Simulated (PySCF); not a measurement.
CH3AlClF, SMILES [Cl][Al]([F])[CH3]. The structure is a stationary point at PBE0-D3(BJ)/def2-SVP.

Computed equilibrium geometry at PBE0-D3(BJ)/def2-SVP (PySCF confirms it by a frequency run) as bond lengths and angles:
Atoms: Al1 F2 Cl3 C4 H5 H6 H7. Bonded distances (Å): Al1–F2 1.662, Al1–Cl3 2.095, Al1–C4 1.928, C4–H5 1.100, C4–H6 1.103, C4–H7 1.101. Bond angles (°): F2–Al1–Cl3 115.5, F2–Al1–C4 121.0, Cl3–Al1–C4 123.5, Al1–C4–H5 112.0, Al1–C4–H6 109.8, Al1–C4–H7 111.2, H5–C4–H6 107.6, H5–C4–H7 108.9, H6–C4–H7 107.1.
Charge 0, spin multiplicity 1.
